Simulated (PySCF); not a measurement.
Species: C7H13N.
SMILES with atom numbers: `[CH3:1][C:2]([CH3:3])=[N:4][CH:5]1[CH2:6][CH2:7][CH2:8]1` (hydrogens: H9, H10, H11 on C1; H12, H13, H14 on C3; H15 on C5; H16, H17 on C6; H18, H19 on C7; H20, H21 on C8)

Level: CAM-B3LYP/def2-SVPD in PySCF, non-relativistic, on one gas-phase PBE0-D3(BJ)/def2-SVP geometry that isn't relaxed in the solvent. The solvent is an IEF-PCM continuum (cavity from Bondi-type radii × 1.2). Only the electrostatic response of the medium enters.

Gas phase at CAM-B3LYP/def2-SVPD: HOMO -8.21 eV, LUMO 1.08 eV, dipole 2.01 D.

Q: What does the continuum do to the energy, the frontier levels and the dipole at CAM-B3LYP/def2-SVPD in chloroform?

A: 
```csv
solvent,ε,E(solvent) − E(gas) (kJ/mol),polarisation term (kJ/mol),distortion of the solute (kJ/mol),HOMO (eV),LUMO (eV),dipole (D)
chloroform,4.711,-12.67,-14.76,2.09,-8.31,1.14,2.69
```

The polarisation term is half the interaction of the solute with the surface charges that it induces; the rest is the cost of distorting the solute's density. The sum is the electrostatic part of solvation alone.

Q: Which radius a makes the point-dipole formula ΔE = −[(ε − 1)/(2ε + 1)]·μ²/a³ give the value in chloroform, with the gas-phase dipole?

A: μ = 0.791 au and |ΔE| = 0.00482 Eh give a = 1.90 Å; the farthest nucleus lies 3.72 Å from the centroid of the nuclei, so such a sphere wouldn't even hold the nuclei. The formula assumes a rigid point dipole at the centre of a sphere.

Q: How does the static polarisability (CAM-B3LYP/def2-SVPD, frozen core, with the continuum's full static response) change?

A: 
```json
{"medium": "gas", "isotropic (au)": "92.0", "principal values (au)": "75.4, 84.8, 115.7", "⟨r²⟩ of the electrons (bohr²)": "1260.6"}
{"medium": "chloroform", "isotropic (au)": "113.2", "principal values (au)": "94.9, 106.7, 138.0", "⟨r²⟩ of the electrons (bohr²)": "1259.5"}
```

The isotropic value in chloroform is 1.23 times the gas-phase one; no cavity-field correction is applied. ⟨r²⟩ is taken about the centre of nuclear charge.

The values belong to the conformer `[CH3:1][C:2]([CH3:3])=[N:4][CH:5]1[CH2:6][CH2:7][CH2:8]1`: C2–N4–C5–C6 -89°.
